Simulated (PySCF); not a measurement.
**C₆ coefficients of unlike pairs at PBE**

Calculated with PySCF 2.14 from the dipole response of each species, C₆(A,B) = (3/π) ∫ α_A(iu) α_B(iu) du, in atomic units, from isotropic polarisabilities. For ions this is the dispersion term alone; charge-induced terms of lower order in 1/R come first.

```json
{"species": "Kr", "configuration": "[Kr] (1S)", "basis": "aug-cc-pVTZ-PP with one added diffuse shell each of s, d, f type with ECP10MDF (7s5p5d3f)", "relativity": "core potential", "α (bohr³)": "18.25", "C₆ (like pair)": "142.1"}
{"species": "Fe", "configuration": "[Ar] 3d6 4s2 (5D)", "basis": "x2c-TZVPPall with one added diffuse shell each of s, p, d, f type (7s6p5d3f1g)", "relativity": "spin-free X2C", "α (bohr³)": "60.14", "C₆ (like pair)": "532.2"}
{"species": "B(2+)", "configuration": "[He] 2s1 (2S)", "basis": "aug-cc-pCVTZ-DK with one added diffuse shell each of s, p, d, f type (8s7p5d3f)", "relativity": "spin-free X2C", "α (bohr³)": "6.967", "C₆ (like pair)": "9.255"}
{"species": "Hg", "configuration": "[Xe] 4f14 5d10 6s2 (1S)", "basis": "x2c-TZVPPall with one added diffuse shell each of s, p, d, f type (12s8p8d4f1g)", "relativity": "spin-free X2C", "α (bohr³)": "34.92", "C₆ (like pair)": "339.2"}
```

(1) Estimate C₆ for Hg with B(2+).

No spin-orbit coupling is included.

The other pairs:

```json
{"pair": "Hg, Fe", "C₆": "405.1"}
{"pair": "Hg, Kr", "C₆": "216.9"}
{"pair": "Fe, Kr", "C₆": "247.8"}
{"pair": "B(2+), Fe", "C₆": "69.81"}
{"pair": "B(2+), Kr", "C₆": "33.77"}
```

## Answers

(1) The integral gives 54.43. The combination rule 2 C_A C_B / (C_A α_B/α_A + C_B α_A/α_B) gives 55.04 and the geometric mean 56.03.
